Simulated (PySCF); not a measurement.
Isomers of C6H8O4, from PBE0-D3(BJ)/def2-SVP geometry optimisation, gas phase in PySCF 2.14.0. One conformer each, no zero-point energy, no frequencies.

Question: Which is lower in electronic energy at this level?
A. `[CH3:1][C@@H:2]1[O:3][C:4](=[O:5])[C@@H:6]([CH3:7])[O:8][C:9]1=[O:10]` with C1–C2–O3–C4 -168°, C2–O3–C4–O5 -167°, O3–C4–C6–C7 -98°, C4–C6–O8–C9 -39°: A = 2048, B = 1252, C = 902.1 MHz, dipole 2.46 D
B. `[CH3:1][O:2][C:3](=[O:4])[C:5](=[O:6])[O:7][CH:8]1[CH2:9][CH2:10]1` with C1–O2–C3–O4 0°, O2–C3–C5–O6 -2°, C3–C5–O7–C8 179°, C5–O7–C8–C9 -130°: A = 3928, B = 654.7, C = 589.5 MHz, dipole 0.29 D

Answer: A. That is (3R,6S)-3,6-dimethyl-1,4-dioxane-2,5-dione (`C[C@@H]1OC(=O)[C@@H](C)OC1=O`), 30.6 kcal/mol below the other.

```json
{"SMILES": "C[C@@H]1OC(=O)[C@@H](C)OC1=O", "mapped SMILES": "[CH3:1][C@@H:2]1[O:3][C:4](=[O:5])[C@@H:6]([CH3:7])[O:8][C:9]1=[O:10]", "E (Eh)": "-533.39849", "relative (kcal/mol)": "0.0", "relative (kJ/mol)": "0.0", "dipole (D)": "2.46"}
{"SMILES": "COC(=O)C(=O)OC1CC1", "mapped SMILES": "[CH3:1][O:2][C:3](=[O:4])[C:5](=[O:6])[O:7][CH:8]1[CH2:9][CH2:10]1", "E (Eh)": "-533.34974", "relative (kcal/mol)": "30.6", "relative (kJ/mol)": "128.0", "dipole (D)": "0.29"}
```

As drawn, the higher has a three-membered ring, which the lower lacks.
